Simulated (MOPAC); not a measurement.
MOPAC input (PM6):

```
PM6 PRECISE GNORM=0.05 LET XYZ GEO-OK AUX(PRECISION=9) THREADS=1
GeS

Ge   -0.00000000 1   -0.00000000 1   -0.67615959 1
S     0.00000000 1    0.00000000 1    1.35231918 1
```

Output:

```
 *******************************************************************************
 **                                                                           **
 **                              MOPAC v23.2.5                                **
 **                                                                           **
 *******************************************************************************
 ** MOPAC's Digital Object Identifier: https://doi.org/10.5281/zenodo.6511958 **
 **                                                                           **
 ** Please cite the open-source release paper for use of this MOPAC version:  **
 ** J. E. Moussa and J. J. P. Stewart (2026)                                  **
 ** MOPAC: An open-source semiempirical molecular orbital program             **
 ** J. Open Source Softw., 11(119), 8025, https://doi.org/10.21105/joss.08025 **
 *******************************************************************************

                              PM6 CALCULATION RESULTS

 *******************************************************************************
 *  PM6        - The PM6 Hamiltonian to be used
 *  GEO-OK     - OVERRIDE INTERATOMIC DISTANCE AND OTHER SAFETY CHECKS
 *  LET        - OVERRIDE SOME SAFETY CHECKS
 *  PRECISE    - TIGHTER CRITERIA TO BE USED
 *  XYZ        - CARTESIAN COORDINATE SYSTEM TO BE USED
 *  GNORM      - EXIT WHEN GRADIENT NORM DROPS BELOW 0.050
 *  AUX        - OUTPUT AUXILIARY INFORMATION
 *******************************************************************************
PM6 PRECISE GNORM=0.05 LET XYZ GEO-OK AUX(PRECISION=9) THREADS=1
 GeS

   ATOM   CHEMICAL          X               Y               Z
  NUMBER   SYMBOL      (ANGSTROMS)     (ANGSTROMS)     (ANGSTROMS)

     1      Ge         -0.00000000  *  -0.00000000  *  -0.67615959  *
     2       S          0.00000000  *   0.00000000  *   1.35231918  *

          CARTESIAN COORDINATES

    NO.       ATOM           X           Y           Z

     1        Ge         -0.0000     -0.0000     -0.6762
     2         S          0.0000      0.0000      1.3523

 General Reference for PM6:
 "Optimization of Parameters for Semiempirical Methods V: Modification of NDDO Approximations
 and Application to 70 Elements", J. J. P. Stewart, J. Mol. Mod., 13, 1173-1213 (2007)
 URL: https://link.springer.com/article/10.1007/s00894-007-0233-4

           Empirical Formula: Ge S  =     2 atoms

      MOLECULAR POINT GROUP   :   C*v

      RHF CALCULATION, NO. OF DOUBLY OCCUPIED LEVELS = 5

          Geometry optimization using EF

          DIAGONAL MATRIX USED AS START HESSIAN

 CYCLE:     1  GRAD.:    14.720 HEAT:  36.14398
 CYCLE:     2  GRAD.:    76.172 HEAT:  38.22809
 CYCLE:     3  GRAD.:     1.919 HEAT:  36.04424
 CYCLE:     4  GRAD.:     0.224 HEAT:  36.04260
 CYCLE:     5  GRAD.:     0.000 HEAT:  36.04258

     GRADIENT =  0.00039 IS LESS THAN CUTOFF =  0.05000

 -------------------------------------------------------------------------------
 PM6 PRECISE GNORM=0.05 LET XYZ GEO-OK AUX(PRECISION=9) THREADS=1
 GeS

     GEOMETRY OPTIMISED USING EIGENVECTOR FOLLOWING (EF).
     SCF FIELD WAS ACHIEVED

                              PM6 CALCULATION
                                                       MOPAC v23.2.5 Linux

          FINAL HEAT OF FORMATION =         36.04258 KCAL/MOL =     150.80216 KJ/MOL

          COSMO AREA              =         96.47 SQUARE ANGSTROMS
          COSMO VOLUME            =         84.83 CUBIC ANGSTROMS

          GRADIENT NORM           =          0.00039          =       0.00027 PER ATOM
          IONIZATION POTENTIAL    =          8.730355 EV
          HOMO LUMO ENERGIES (EV) =         -8.730 -1.279
          NO. OF FILLED LEVELS    =          5
          MOLECULAR WEIGHT        =        104.6500         POINT GROUP:  C*v

          MOLECULAR DIMENSIONS (Angstroms)

            Atom       Atom       Distance
            S     2   Ge     1     2.00920
            S     2   Ge     1     0.00000
           Ge     1    S     2     0.00000

          SCF CALCULATIONS        =          6

   ATOM   CHEMICAL          X               Y               Z
  NUMBER   SYMBOL      (ANGSTROMS)     (ANGSTROMS)     (ANGSTROMS)

     1      Ge          0.00000000  *   0.00000000  *  -0.66651809  *
     2       S          0.00000000  *   0.00000000  *   1.34267768  *

                             CARTESIAN COORDINATES

   1   Ge        0.000000000     0.000000000    -0.666518090
   2    S        0.000000000     0.000000000     1.342677680

           Empirical Formula: Ge S  =     2 atoms

      MOLECULAR POINT GROUP   :   C*v

                  EIGENVALUES
 -28.54147 -14.57412  -9.56252  -9.56252  -8.73035  -1.27872  -1.27872   0.67364
   2.12128   2.12128   2.37363   2.37937   2.37937

              NET ATOMIC CHARGES AND DIPOLE CONTRIBUTIONS

  ATOM NO.   TYPE          CHARGE      No. of ELECS.   s-Pop       p-Pop       d-Pop
    1         Ge           0.628623        3.3714     1.79744     1.57393
    2          S          -0.628623        6.6286     1.96237     4.57333     0.09292
 DIPOLE           X         Y         Z       TOTAL
 POINT-CHG.     0.000     0.000    -6.067     6.067
 HYBRID         0.000     0.000     3.438     3.438
 SUM            0.000     0.000    -2.629     2.629

          ATOMIC ORBITAL ELECTRON POPULATIONS

     Atom    s        px        py        pz      x^2-y^2     xz        z^2       yz        xy
    1 Ge   1.79744   0.34925   0.34925   0.87544
    2  S   1.96237   1.61936   1.61936   1.33462   0.00000   0.03139   0.03014   0.03139   0.00000

 **********************
 *                    *
 * JOB ENDED NORMALLY *
 *                    *
 **********************

 == MOPAC DONE ==
```
